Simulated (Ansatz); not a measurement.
Geometry optimisation, UKS revPBE/def2-SVP in Ansatz 0.2.0.

input.yaml

```yaml
crystal:
  periodic: [false, false, false]
  atoms:
    - { symbol: B, position_ang: [0.0, 0.0, 0.0] }
    - { symbol: H, position_ang: [0.0, 0.0, 1.44] }
    - { symbol: Cl, position_ang: [1.6108, 0.0, -0.93] }
    - { symbol: Cl, position_ang: [-1.6108, 0.0, -0.93] }
    - { symbol: Cl, position_ang: [0.0, 0.0, 3.11] }
magnetization:
  spin_polarized: true
  initial_magnetization: 1
basis:
  gaussian: { orbitals: def2-SVP }
hamiltonian:
  xc: revpbe
relax:
  f_tol: 0.15
  max_steps: 25
  restrain:
    - { distance: [1, 4], at: 2.57, k: 30.0 }
    - { distance: [0, 1], at: 1.19, k: 30.0 }
output:
  orbitals: {}
```

Command:

```bash
$ ansatz run input.yaml --threads 2 --pin off --max-ram 3072MiB --backend cpu --events-out ev --progress --plain --runs-dir out
```

Question: Where does it end, and by what steps?

Answer: The forces met the threshold. The restraints hold the end off the free minimum. After 4 steps the energy has fallen by 0.217 eV (the restraints' own energy left out); Cl5 moved furthest, 0.54 Å.

```json
{"step": "0", "energy less start (eV)": "0.0000", "largest force component (eV/Å)": "1.948", "accepted": "yes"}
{"step": "1", "energy less start (eV)": "-0.1635", "largest force component (eV/Å)": "1.611", "accepted": "yes"}
{"step": "2", "energy less start (eV)": "-0.2056", "largest force component (eV/Å)": "1.405", "accepted": "yes"}
{"step": "3", "energy less start (eV)": "-0.2051", "largest force component (eV/Å)": "0.729", "accepted": "yes"}
{"step": "4", "energy less start (eV)": "-0.2172", "largest force component (eV/Å)": "0.562", "accepted": "yes"}
```

```xyz
5
Properties=species:S:1:pos:R:3
B -0.006 0.002 -0.121
H -0.018 0.010 1.083
Cl 1.535 -0.003 -0.945
Cl -1.531 -0.003 -0.974
Cl 0.020 -0.005 3.647
```

Run time: 15 s on 2 threads of Intel(R) Xeon(R) Platinum 8488C (Sapphire Rapids) (shared host), peak memory 0.18 GiB.
